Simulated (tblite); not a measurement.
C7H7, doublet, at a GFN2-xTB geometry; GFN1-xTB with ALPB(water) run with tblite.

The tblite input:
```
$ tblite run mol.xyz --method gfn1 --charge 0 --spin 1 --alpb water --json tblite.json --no-restart

# file mol.xyz
14

C      2.36069093    -0.21824476     0.05084697
C      0.98821196    -0.09135973     0.02128512
C      0.36211980     1.18191722    -0.09473152
C     -1.00389933     1.29830754    -0.12331928
C     -1.81299592     0.16761062    -0.03905016
C     -1.22914590    -1.09186356     0.07522167
C      0.13502389    -1.22787791     0.10543951
H      3.00174025     0.64238924    -0.01294849
H      2.82985766    -1.18151771     0.13855539
H      0.98887353     2.05936443    -0.16014177
H     -1.46011120     2.27413088    -0.21190846
H     -2.88758400     0.26695578    -0.06219573
H     -1.85980917    -1.96720581     0.14040063
H      0.58700044    -2.20505324     0.19408455
```

Task: Predict the main parts of the log of this tblite run.

Result: 
```
xTB calculator
 | screened Coulomb repulsion
 | Coulomb electrostatics
 |  * isotropic Klopman-Ohno-Mataga-Nishimoto electrostatics
 |  * onsite third-order electrostatics
 | DFT-D3(BJ) dispersion correction
 | Interactions (3)
 | [1] alpb/gbsa reaction field model
 | [2] cds contribution to solvation
 | [3] empirical free energy shift and standard state/solvent correction

halogen bonding energy    0.0000000000000E+00 Eh
repulsion energy          3.4645520251412E-01 Eh
dispersion energy        -5.9698505367397E-03 Eh
interaction energy        5.2306542230892E-04 Eh
number of electrons       3.5000000000000E+01 e
integral cutoff           1.9731147476801E+01 bohr

------------------------------------------------------------
  cycle        total energy    energy error   density error
------------------------------------------------------------
      1     -18.49557075409  -1.8836579E+01   6.7726403E-01
      2     -18.49588062086  -3.0986677E-04   4.0589629E-01
      3     -18.49582690009   5.3720772E-05   5.6156696E-03
      4     -18.49589985431  -7.2954226E-05   6.7345946E-04
      5     -18.49590071403  -8.5971311E-07   1.8255577E-04
      6     -18.49590076218  -4.8149044E-08   4.4638340E-05
      7     -18.49590076478  -2.6001281E-09   1.5452943E-05
------------------------------------------------------------

electronic energy        -1.8836909182175E+01 Eh
total energy             -1.8495900764775E+01 Eh

Post processing:
 | Mayer-Wiberg bond orders

[Info] JSON dump of results written to 'tblite.json'
```
